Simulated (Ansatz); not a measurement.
The same hydrogenolysis along the group B, Al, Ga.

Calculated with Ansatz (gas phase, PBE0-D4/def2-TZVP geometries, no zero-point term in ΔE). CCSD(T)/CBS adds triple-zeta CCSD(T) − MP2 to the extrapolated MP2 energy (def2 sets, frozen cores). This one scheme is used for every species. For Ga outer-core shells are correlated without core-valence functions, which leaves a few kJ/mol of doubt a bond. Scalar relativity is left out up to krypton. One conformer a species, not always the lowest.

Problem. Order these by ΔE at CCSD(T)/CBS, lowest first. (Best estimate.)
A. `[F][Al]([Cl])[O][SiH3]` + H₂ → `[F][AlH][O][SiH3]` + HCl
B. `FB(Cl)O[SiH3]` + H₂ → `FBO[SiH3]` + HCl
C. `[F][Ga]([Cl])[O][SiH3]` + H₂ → `[F][GaH][O][SiH3]` + HCl

Solution. B (+55.1 kJ/mol), C (+78.0 kJ/mol), A (+134.7 kJ/mol).

Largest T1 diagnostic: 0.014, for `[F][GaH][O][SiH3]`.
